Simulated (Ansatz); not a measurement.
Gas-phase reaction 2 R1 → P1, each structure at its B3LYP-D3(BJ)/def2-TZVP stationary point, reached from a drawn start (curvature not checked).
R1, I2Ni (SMILES [I][Ni][I]) (charge 0, multiplicity 3, Z-matrix in Å and degrees):
```
Ni
I 1 2.4055
I 1 2.4055 2 179.82
```
P1, I4Ni2 (SMILES [I][Ni]1[I][Ni]([I])[I]1) (charge 0, multiplicity 5):
| atom | x (Å) | y (Å) | z (Å) |
|---|---|---|---|
| Ni | 1.7067 | 0.0038 | -0.3472 |
| Ni | -1.7079 | -0.0065 | -0.3414 |
| I | -0.0060 | 1.9555 | -0.2836 |
| I | 0.0052 | -1.9576 | -0.2669 |
| I | 3.9386 | 0.0119 | 0.6132 |
| I | -3.9367 | -0.0068 | 0.6259 |

P less R. No zero-point or thermal terms; open shells are unrestricted; no spin–orbit coupling. The spin states of the d-block species are the ones drawn and need not be the lowest.

Cores are frozen in the correlated methods. In cc and def2 sets filled d and f shells under p-block atoms count as core.

Programs: Ansatz (a program for electronic structure) with Gaussian orbitals. Each number belongs to the level named beside it. Elements past Kr take the def2 small-core potentials, without spin–orbit coupling.

Total energies in hartree:

```json
[
 {"structure": "R1", "PBE/def2-TZVPP": "-2103.599541", "r2SCAN/def2-TZVPP": "-2104.078896", "CCSD(T)/def2-SVP": "-2100.504689"},
 {"structure": "P1", "PBE/def2-TZVPP": "-4207.241037", "r2SCAN/def2-TZVPP": "-4208.206214", "CCSD(T)/def2-SVP": "-4201.051558"}
]
```

Question: Work out the reaction energy at each level in kcal/mol (1 hartree = 627.50947 kcal/mol), and say how far PBE/def2-TZVPP lies from CCSD(T)/def2-SVP.

Answer: 
- PBE/def2-TZVPP: (-4207.241037) − 2 × (-2103.599541) = -0.041955 hartree = -26.33 kcal/mol
- r2SCAN/def2-TZVPP: (-4208.206214) − 2 × (-2104.078896) = -0.048422 hartree = -30.39 kcal/mol
- CCSD(T)/def2-SVP: (-4201.051558) − 2 × (-2100.504689) = -0.042180 hartree = -26.47 kcal/mol
PBE/def2-TZVPP less CCSD(T)/def2-SVP: 0.14 kcal/mol. CCSD(T)/def2-SVP is the level counted from, the highest shown, and no exact or measured value.
